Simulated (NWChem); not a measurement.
Species: VH2O3Cl; SMILES [O]=[V]([OH])([OH])[Cl]

```xyz
7

V      0.0399     0.3238     0.0000
O      1.5374     0.7429     0.0000
Cl    -0.0656    -1.8640     0.0000
O     -0.7314     0.9681    -1.4342
H     -0.1997     1.4044    -2.1206
O     -0.7314     0.9681     1.4342
H     -0.1997     1.4044     2.1206
```
Atoms are numbered in this order, from 1.

Program: NWChem. Geometry: optimised at B3LYP/6-31G* (spherical d). B3LYP is NWChem's, with the RPA form of VWN correlation.

For level B3LYP/STO-3G:

```
Item                         Result
---------------------------  ------
highest occupied level (eV)   -5.70
orbital gap (eV)               7.37
dipole (D)                     3.75
```

Problem. How do the values read with level B3LYP/3-21G instead?

Solution. 
- highest occupied level (eV): -8.56
- orbital gap (eV): 5.37
- dipole (D): 3.96
